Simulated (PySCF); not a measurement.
Input for PySCF: R-B3LYP/6-31G* on GaH5O2 (a complex), monomers drawn apart or pushed together.

```python
from pyscf import gto, scf, dft, mp
from pyscf.data.elements import chemcore

mol = gto.M(
    atom='''
    O    -0.44824870   -0.98185870    1.02826451
    Ga    0.38575375   -0.38299469   -0.43807130
    H    -0.36309947   -0.40264646    1.80230784
    H     0.24030760   -1.32181315   -1.67653740
    H     1.16036568    0.97718944   -0.36172285
    O    -0.36077094    0.67969929    3.72693993
    H     0.01292222    0.12434259    4.42012552
    H    -1.26553058    0.86518381    4.00185883
    ''',
    basis='6-31g*',
    cart=True,
    charge=0, spin=0, verbose=3, max_memory=1800)
mf = dft.RKS(mol, xc='b3lyp')
mf.conv_tol = 1e-8
mf.max_cycle = 100
mf.kernel()
if not mf.converged:
    mf = mf.newton().run(mf.mo_coeff, mf.mo_occ)
```

Program output:

```
converged SCF energy = -2078.07726319003
```

Self-consistency was reached.

Cost: roughly 6 core-seconds.
